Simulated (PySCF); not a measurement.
Molfile (atoms numbered from 1):
```
C4H9NSi2
     RDKit          3D

 16 16  0  0  0  0  0  0  0  0999 V2000
    2.3843   -2.2088   -0.2665 C   0  0  0  0  0  0  0  0  0  0  0  0
    1.7169   -1.2237   -0.1274 C   0  0  0  0  0  0  0  0  0  0  0  0
    0.8729   -0.0661    0.0165 C   0  0  1  0  0  0  0  0  0  0  0  0
   -0.0185    0.1298   -1.2235 C   0  0  0  0  0  0  0  0  0  0  0  0
   -1.4388    1.3054   -0.7681 Si  0  0  0  0  0  4  0  0  0  0  0  0
   -1.4914    0.8973    0.9186 N   0  0  0  0  0  0  0  0  0  0  0  0
   -0.2567   -0.1321    1.5627 Si  0  0  0  0  0  4  0  0  0  0  0  0
    2.9827   -3.0623   -0.3828 H   0  0  0  0  0  0  0  0  0  0  0  0
    1.5224    0.8116    0.1170 H   0  0  0  0  0  0  0  0  0  0  0  0
   -0.4277   -0.8397   -1.5156 H   0  0  0  0  0  0  0  0  0  0  0  0
    0.5794    0.4787   -2.0667 H   0  0  0  0  0  0  0  0  0  0  0  0
   -2.7112    0.9836   -1.4187 H   0  0  0  0  0  0  0  0  0  0  0  0
   -1.0989    2.7220   -0.9554 H   0  0  0  0  0  0  0  0  0  0  0  0
   -2.2399    1.2245    1.5027 H   0  0  0  0  0  0  0  0  0  0  0  0
    0.3674    0.4704    2.7438 H   0  0  0  0  0  0  0  0  0  0  0  0
   -0.7506   -1.4816    1.8517 H   0  0  0  0  0  0  0  0  0  0  0  0
  1  2  3  0
  2  3  1  0
  3  4  1  0
  4  5  1  0
  5  6  1  0
  6  7  1  0
  7  3  1  0
  1  8  1  0
  3  9  1  1
  4 10  1  0
  4 11  1  0
  5 12  1  0
  5 13  1  0
  6 14  1  0
  7 15  1  0
  7 16  1  0
M  END
```

Geometry: GFN2-xTB; GIAO shifts from PySCF 2.14.0 with density-fitted response routines, gas phase, non-relativistic, averaged over equivalent atoms.

At PBE0/pcSseg-1 (178 basis functions, 40 s wall time on 1 thread of an Arm Neoverse V1, shared host):
| atoms | δ (ppm) |
| --- | --- |
| C2 | 91.3 |
| C1 | 73.7 |
| C4 | 18.1 |
| C3 | 13.5 |
| Si7 | -18.2 |
| Si5 | -21.4 |
| N6 | 10.1 |
| H12 | 5.07 |
| H15 | 5.06 |
| H13 | 4.96 |
| H16 | 4.89 |
| H9 | 2.29 |
| H11 | 1.65 |
| H8 | 1.50 |
| H10 | 1.33 |
| H14 | -0.59 |

Referencing at the same level of theory: TMS for 13C (σref 186.93), 29Si (σref 349.16), 1H (σref 31.72); 15N (σref 267.73) vs NH3.

Estimate the result of repeating the calculation with B3LYP/pcSseg-1.

Answers


| atoms | δ at B3LYP/pcSseg-1 | change |
| --- | --- | --- |
| C2 | 90.7 | -0.6 |
| C1 | 71.0 | -2.7 |
| C4 | 19.5 | +1.4 |
| C3 | 14.6 | +1.1 |
| Si7 | -23.0 | -4.8 |
| Si5 | -26.3 | -4.9 |
| N6 | 12.9 | +2.8 |
| H12 | 4.99 | -0.08 |
| H15 | 4.98 | -0.08 |
| H13 | 4.88 | -0.08 |
| H16 | 4.81 | -0.08 |
| H9 | 2.24 | -0.05 |
| H11 | 1.62 | -0.03 |
| H8 | 1.42 | -0.08 |
| H10 | 1.28 | -0.05 |
| H14 | -0.63 | -0.04 |

Referencing at the same level of theory: TMS for 13C (σ = 181.92 ppm) and 29Si (σ = 334.47 ppm) and 1H (σ = 31.83 ppm); 15N (σ = 265.81 ppm) against NH3.

The largest change is at Si5 (silicon bonded to C, N, 2 H, in a 5-membered ring). Cost: 178 basis functions, 22 s wall time on 1 thread of an Arm Neoverse V1, shared host. The order of the carbon signals is the same at both levels.

Experimental scales use liquid or dissolved standards, which lie at an offset from isolated NH3 (liquid NH3: subtract about 20 ppm).
